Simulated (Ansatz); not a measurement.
`[GaH2][NH]B1CS1` + `PP` → `P[PH][GaH2]` + `NB1CS1` at 400 K and 1 bar (ligand exchange at a Ga–N bond).

Calculated with Ansatz (gas phase, PBE0-D4/def2-TZVP geometries, no zero-point term in ΔE). CBS: MP2 limit from def2 TZ/QZ plus the TZ coupled-cluster correction, frozen cores. This one scheme is used for every species. For Ga outer-core shells are correlated without core-valence functions, which leaves a few kJ/mol of doubt a bond. Scalar relativity is left out up to krypton. One conformer a species, not always the lowest.

```csv
species,CCSD(T)/CBS energy (Eh),H − E (kJ/mol),S (J/(mol·K))
`[GaH2][NH]B1CS1`,-2442.32425,196.7,387.2
`PP`,-684.26248,112.6,293.5
`P[PH][GaH2]`,-2608.80809,138.5,364.2
`NB1CS1`,-517.77714,178.2,313.0
```

H − E and S are ideal-gas, rigid-rotor, harmonic terms from PBE0-D4/def2-TZVP, for one conformer and one mirror image of each species. 1 Eh = 2625.50 kJ/mol, R = 8.31446 J/(mol·K).

**Question.** By hand: ΔE, ΔH, ΔS and ΔG.

**Answer.** ΔE = (-2608.80809) + (-517.77714) − (-2442.32425) − (-684.26248) = 0.00150 Eh = 3.9 kJ/mol. Δ(H − E) = 138.5 + 178.2 − 196.7 − 112.6 = 7.4, so ΔH = 11.3 kJ/mol. ΔS = 364.2 + 313.0 − 387.2 − 293.5 = -3.5 J/(mol·K). ΔG = 11.3 − 400 × (-3.5)/1000 = 12.7 kJ/mol.

**Question.** By hand: the equilibrium constant, and the temperature at which ΔG would vanish if ΔH and ΔS stayed fixed.

**Answer.** log₁₀ K = −ΔG/(RT ln 10) = -1.7. ΔH and −TΔS have one sign here, so there is no such temperature. One of them is within its doubt of zero, so this could turn.

The number of gas molecules stays the same, so ΔS is small and ΔH decides. A doubt of 5 kJ/mol in ΔE shifts log₁₀ K by 0.7 here. Other conformers and mirror images would add mixing entropy, several J/(mol·K) or more a flexible species. These are equilibria of isolated gas molecules and say nothing of rates. Largest T1 diagnostic: 0.014 (customary marks: 0.02 for closed shells, 0.045 for open ones).
